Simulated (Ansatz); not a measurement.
`Cc1cc(-c2sc(C(F)(F)F)cc2C)sc1-c1cc(C)c(C(F)(F)F)s1`. Charge 0, multiplicity 3. Geometry PBE-D4/def2-SVP, that of the neutral singlet; atoms count from 1.

```xyz
38

C    -1.478   -2.398   -1.850
C    -1.124   -1.241   -0.962
C    -2.093   -0.402   -0.354
C    -1.571    0.625    0.434
C    -2.297    1.621    1.190
S    -4.039    1.460    1.312
C    -4.157    2.907    2.261
C    -5.476    3.385    2.780
F    -5.356    4.619    3.322
F    -5.975    2.566    3.741
F    -6.412    3.447    1.801
C    -2.917    3.477    2.477
C    -1.842    2.759    1.877
C    -0.407    3.193    1.975
S     0.179    0.550    0.416
C     0.187   -0.851   -0.635
C     1.463   -1.407   -1.022
C     2.734   -0.986   -0.616
C     3.808   -1.732   -1.170
C     5.262   -1.484   -0.878
C     3.337   -2.738   -2.011
C     4.157   -3.715   -2.789
F     4.992   -4.427   -1.988
F     3.375   -4.598   -3.454
F     4.947   -3.098   -3.709
S     1.606   -2.765   -2.119
H    -2.575   -2.504   -1.938
H    -1.068   -2.271   -2.875
H    -1.074   -3.356   -1.460
H    -3.174   -0.544   -0.495
H    -2.784    4.401    3.056
H     0.204    2.470    2.556
H    -0.330    4.176    2.478
H     0.067    3.284    0.975
H     2.884   -0.147    0.078
H     5.855   -1.432   -1.812
H     5.691   -2.307   -0.270
H     5.400   -0.537   -0.322
```

Single mean-field runs in def2-TZVP are fitted with def2-universal-jkfit. At PBE0-D4/def2-TZVP a singlet of charge 0 lies 1.99 eV below the triplet at the same geometry.

Problem. Estimate the Mulliken populations of the heavy atoms from the PBE0/def2-TZVP orbitals of Ansatz.

Solution. 
| atom | charge (e) | spin (α − β) |
| --- | --- | --- |
| C1 | -0.41 | -0.01 |
| C2 | 0.03 | 0.08 |
| C3 | -0.22 | 0.12 |
| C4 | 0.19 | 0.39 |
| C5 | 0.00 | -0.05 |
| S6 | 0.00 | 0.06 |
| C7 | -0.06 | 0.29 |
| C8 | 0.43 | -0.01 |
| F9 | -0.16 | 0.00 |
| F10 | -0.16 | 0.01 |
| F11 | -0.16 | 0.01 |
| C12 | -0.17 | -0.12 |
| C13 | -0.02 | 0.28 |
| C14 | -0.41 | -0.02 |
| S15 | -0.09 | 0.08 |
| C16 | 0.14 | 0.41 |
| C17 | 0.05 | -0.05 |
| C18 | -0.28 | 0.27 |
| C19 | 0.06 | -0.12 |
| C20 | -0.42 | 0.01 |
| C21 | -0.06 | 0.30 |
| C22 | 0.44 | -0.01 |
| F23 | -0.16 | 0.01 |
| F24 | -0.16 | 0.00 |
| F25 | -0.16 | 0.01 |
| S26 | 0.00 | 0.07 |
Mulliken values depend strongly on the basis.

Problem. Where does the spin sit?

Solution. Summed by element: C 1.75, S 0.21, F 0.03, H 0.01, of 2 unpaired in all. Largest on single atoms: C16 0.41, C4 0.39, C21 0.30.

Problem. And the Mayer bond orders between heavy atoms (over 0.3)?

Solution. C1–C2 0.95 (1.50 Å); C2–C3 1.56 (1.42 Å); C2–C16 1.11 (1.41 Å); C3–C4 1.12 (1.40 Å); C4–C5 1.15 (1.45 Å); C4–S15 1.14 (1.75 Å); C5–S6 1.22 (1.75 Å); C5–C13 1.25 (1.41 Å); S6–C7 1.24 (1.73 Å); C7–C8 1.02 (1.50 Å); C7–C12 1.46 (1.38 Å); C8–F9 1.15 (1.35 Å); C8–F10 1.16 (1.36 Å); C8–F11 1.15 (1.36 Å); C12–C13 1.35 (1.43 Å); C13–C14 0.95 (1.50 Å); S15–C16 1.22 (1.75 Å); C16–C17 1.19 (1.44 Å); C17–C18 1.28 (1.40 Å); C17–S26 1.20 (1.75 Å); C18–C19 1.38 (1.42 Å); C19–C20 0.95 (1.50 Å); C19–C21 1.44 (1.39 Å); C21–C22 1.03 (1.49 Å); C21–S26 1.25 (1.73 Å); C22–F23 1.14 (1.36 Å); C22–F24 1.15 (1.35 Å); C22–F25 1.14 (1.36 Å).
